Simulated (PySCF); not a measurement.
C₅H₁₅NSi, triplet, at the geometry of the source list (a higher spin typed on purpose: for a closed-shell molecule this is an excited state) (in this run its highest filled SCF level lies above zero, so its values depend strongly on the basis, on diffuse functions most of all); R2SCAN/STO-3G (PySCF).

The PySCF input:
```python
from pyscf import gto, scf, dft

mol = gto.M(
    atom='''
C     1.686400   -1.006400    1.031900
N     1.101300   -0.023300    0.152800
C     1.987400    0.304100   -0.937700
Si   -0.618600    0.150700    0.005700
C    -1.480600   -1.211200   -1.032100
C    -1.348500    0.122600    1.763800
C    -0.954800    1.836600   -0.812300
H     1.032600   -1.179200    1.881100
H     1.859100   -1.961900    0.521200
H     2.649300   -0.641600    1.400300
H     2.180700   -0.561900   -1.583000
H     1.555500    1.097100   -1.540100
H     2.945800    0.649400   -0.540000
H    -1.320400   -2.197000   -0.603200
H    -2.553700   -1.054900   -1.092200
H    -1.099300   -1.234600   -2.049800
H    -0.802100    0.776600    2.435800
H    -1.339800   -0.875900    2.190700
H    -2.381100    0.455200    1.749400
H    -2.003700    2.098500   -0.720400
H    -0.718900    1.827400   -1.872200
H    -0.376400    2.629800   -0.349500
''',
    basis='sto-3g',
    charge=0,
    spin=2,
    verbose=4,
)

mf = dft.UKS(mol)
mf.xc = 'r2scan'
mf.kernel()
```

The log (banner, timings and long lists left out):

```
PySCF version 2.14.0

[INPUT] verbose = 4
[INPUT] num. atoms = 22
[INPUT] num. electrons = 66
[INPUT] charge = 0
[INPUT] spin (= nelec alpha-beta = 2S) = 2
[INPUT] symmetry False subgroup None
[INPUT] Mole.unit = angstrom
[INPUT] Symbol           X                Y                Z      unit          X                Y                Z       unit  Magmom
[INPUT]  1 C      1.686400000000  -1.006400000000   1.031900000000 AA    3.186834136467  -1.901820371762   1.950008387939 Bohr   0.0
[INPUT]  2 N      1.101300000000  -0.023300000000   0.152800000000 AA    2.081155380984  -0.044030618702   0.288750151834 Bohr   0.0
[INPUT]  3 C      1.987400000000   0.304100000000  -0.937700000000 AA    3.755641699961   0.574665714480  -1.771996187005 Bohr   0.0
[INPUT]  4 Si    -0.618600000000   0.150700000000   0.005700000000 AA   -1.168984580656   0.284781726972   0.010771438910 Bohr   0.0
[INPUT]  5 C     -1.480600000000  -1.211200000000  -1.032100000000 AA   -2.797928500031  -2.288836282073  -1.950386333164 Bohr   0.0
[INPUT]  6 C     -1.348500000000   0.122600000000   1.763800000000 AA   -2.548295678976   0.231680422872   3.333098938508 Bohr   0.0
[INPUT]  7 C     -0.954800000000   1.836600000000  -0.812300000000 AA   -1.804310503735   3.470671000376  -1.535024530984 Bohr   0.0
[INPUT]  8 H      1.032600000000  -1.179200000000   1.881100000000 AA    1.951331196226  -2.228365046087   3.554763812919 Bohr   0.0
[INPUT]  9 H      1.859100000000  -1.961900000000   0.521200000000 AA    3.513189838179  -3.707453683784   0.984925256123 Bohr   0.0
[INPUT] 10 H      2.649300000000  -0.641600000000   1.400300000000 AA    5.006451421810  -1.212448281521   2.646183492228 Bohr   0.0
[INPUT] 11 H      2.180700000000  -0.561900000000  -1.583000000000 AA    4.120925759839  -1.061837109393  -2.991436455186 Bohr   0.0
[INPUT] 12 H      1.555500000000   1.097100000000  -1.540100000000 AA    2.939468986761   2.073218531260  -2.910367204443 Bohr   0.0
[INPUT] 13 H      2.945800000000   0.649400000000  -0.540000000000 AA    5.566755217744   1.227188145293  -1.020452107265 Bohr   0.0
[INPUT] 14 H     -1.320400000000  -2.197000000000  -0.603200000000 AA   -2.495194374876  -4.151728295669  -1.139882798338 Bohr   0.0
[INPUT] 15 H     -2.553700000000  -1.054900000000  -1.092200000000 AA   -4.825793604302  -1.993472088804  -2.063958873250 Bohr   0.0
[INPUT] 16 H     -1.099300000000  -1.234600000000  -2.049800000000 AA   -2.077375928734  -2.333055873388  -3.873560610133 Bohr   0.0
[INPUT] 17 H     -0.802100000000   0.776600000000   2.435800000000 AA   -1.515749324514   1.467561308337   4.602994894216 Bohr   0.0
[INPUT] 18 H     -1.339800000000  -0.875900000000   2.190700000000 AA   -2.531855061692  -1.655211112507   4.139823021085 Bohr   0.0
[INPUT] 19 H     -2.381100000000   0.455200000000   1.749400000000 AA   -4.499626875202   0.860203331902   3.305886882314 Bohr   0.0
[INPUT] 20 H     -2.003700000000   2.098500000000  -0.720400000000 AA   -3.786444235791   3.965590272400  -1.361358700137 Bohr   0.0
[INPUT] 21 H     -0.718900000000   1.827400000000  -1.872200000000 AA   -1.358524110950   3.453285520030  -3.537945250411 Bohr   0.0
[INPUT] 22 H     -0.376400000000   2.629800000000  -0.349500000000 AA   -0.711292913286   4.969601762381  -0.660459280535 Bohr   0.0

nuclear repulsion = 413.389322821439
number of shells = 38
number of NR pGTOs = 162
number of NR cGTOs = 54
basis = sto-3g
ecp = {}

******** <class 'pyscf.dft.uks.UKS'> ********
method = UKS
initial guess = minao
damping factor = 0
level_shift factor = 0
DIIS = <class 'pyscf.scf.diis.CDIIS'>
diis_start_cycle = 1
diis_space = 8
diis_damp = 0
SCF conv_tol = 1e-09
SCF conv_tol_grad = None
SCF max_cycles = 50
direct_scf = True
direct_scf_tol = 1e-13
number electrons alpha = 34  beta = 32
XC library pyscf.dft.libxc version 7.1.2
    S. Lehtola, C. Steigemann, M. J. T. Oliveira, and M. A. L. Marques,  SoftwareX 7, 1–5 (2018)
XC functionals = r2scan
    J. W. Furness, A. D. Kaplan, J. Ning, J. P. Perdew, and J. Sun,  J. Phys. Chem. Lett. 11, 8208–8215 (2020)
    J. W. Furness, A. D. Kaplan, J. Ning, J. P. Perdew, and J. Sun,  J. Phys. Chem. Lett. 11, 9248–9248 (2020)
    J. W. Furness, A. D. Kaplan, J. Ning, J. P. Perdew, and J. Sun,  J. Phys. Chem. Lett. 11, 8208–8215 (2020)
    J. W. Furness, A. D. Kaplan, J. Ning, J. P. Perdew, and J. Sun,  J. Phys. Chem. Lett. 11, 9248–9248 (2020)
radial grids:
    Treutler-Ahlrichs [JCP 102, 346 (1995); DOI:10.1063/1.469408] (M4) radial grids

becke partition: Becke, JCP 88, 2547 (1988); DOI:10.1063/1.454033
pruning grids: <function nwchem_prune>
grids dens level: 3
symmetrized grids: False
atomic radii adjust function: <function treutler_atomic_radii_adjust>
small_rho_cutoff = 0
Set gradient conv threshold to 3.16228e-05
tot grids = 250792
init E= -537.275670243642

cycle= 1 E= -536.874471737397  delta_E= 0.401  |g|= 0.347  |ddm|= 4.53

cycle= 2 E= -536.774000639437  delta_E=  0.1  |g|= 0.494  |ddm|= 2.68

cycle= 3 E= -536.945409200234  delta_E= -0.171  |g|= 0.176  |ddm|= 2.09

cycle= 4 E= -536.971002063657  delta_E= -0.0256  |g|= 0.0221  |ddm|= 0.851

cycle= 5 E= -536.971429068608  delta_E= -0.000427  |g|= 0.0182  |ddm|= 0.141

cycle= 6 E= -536.971681682708  delta_E= -0.000253  |g|= 0.00212  |ddm|= 0.0582

cycle= 7 E= -536.971691256733  delta_E= -9.57e-06  |g|= 0.00118  |ddm|= 0.0178

cycle= 8 E= -536.971692863138  delta_E= -1.61e-06  |g|= 0.000495  |ddm|= 0.00572

cycle= 9 E= -536.971693109652  delta_E= -2.47e-07  |g|= 0.000234  |ddm|= 0.00287

cycle= 10 E= -536.971693163705  delta_E= -5.41e-08  |g|= 7.41e-05  |ddm|= 0.00128

cycle= 11 E= -536.97169316897  delta_E= -5.27e-09  |g|= 1.71e-05  |ddm|= 0.000196

cycle= 12 E= -536.971693169268  delta_E= -2.98e-10  |g|= 7.07e-06  |ddm|= 7.98e-05

Extra cycle  E= -536.97169316924  delta_E= 2.86e-11  |g|= 9.2e-06  |ddm|= 4.79e-05
converged SCF energy = -536.97169316924  <S^2> = 2.0028573  2S+1 = 3.0019042
```
